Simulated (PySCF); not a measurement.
FNa, charge -1, doublet, at the geometry of the source list (a state made from the parent by changing its charge; the spin is typed, not shown lowest) (in this run its highest filled SCF level lies above zero, so its values depend strongly on the basis, on diffuse functions most of all). Base run: PBE0/aug-cc-pVDZ run with PySCF.

The PySCF input:
```python
from pyscf import gto, scf, dft

mol = gto.Mole()
mol.atom = '''
    Na   -0.46820000   -0.38610000   -0.63250000
    F     0.46820000    0.38610000    0.63250000
'''
mol.basis = 'aug-cc-pvdz'
mol.charge = -1
mol.spin = 1
mol.verbose = 4
mol.build()

mf = dft.UKS(mol)
mf.xc = 'pbe0'
mf.kernel()
```

Each row names what was changed in the base input (with any setting that the change needs).

```
change                                                                                         basis functions      E (Eh)  HOMO (eV)
---------------------------------------------------------------------------------------------  ---------------  ----------  ---------
base                                                                                                        50  -262.00184       0.54
basis = cc-pVTZ-DK; relativity = none                                                                       64  -261.97942       0.90
basis = cc-pVDZ-DK; relativity = none                                                                       32  -261.94627       0.94
basis = cc-pVDZ-DK; relativity = spin-free X2C; nucleus = Gaussian (with mol.nucmod = 'G')                  32  -262.27951       0.94
basis = jorge-DZP-DKH; relativity = none                                                                    39  -261.97505       1.23
basis = cc-pVTZ-DK; relativity = spin-free X2C; nucleus = Gaussian (with mol.nucmod = 'G')                  64  -262.32287       0.90
basis = cc-pVDZ-DK; relativity = spin-free X2C                                                              32  -262.27959       0.94
basis = jorge-DZP-DKH; relativity = spin-free X2C                                                           39  -262.29776       1.23
basis = jorge-DZP-DKH; relativity = spin-free X2C; nucleus = Gaussian (with mol.nucmod = 'G')               39  -262.29768       1.23
basis = cc-pVTZ-DK; relativity = spin-free X2C                                                              64  -262.32296       0.90
```

Absolute energies of different levels of theory aren't comparable as measures of quality.

Open shells are given as the SCF converged; they aren't shown to be the lowest states, and a large step between rows can be another state.

Basis sets contracted for a relativistic Hamiltonian are a mismatch without it, so the rows without relativity aren't non-relativistic limits. No row has spin-orbit coupling; sets with core potentials leave out the core electrons.
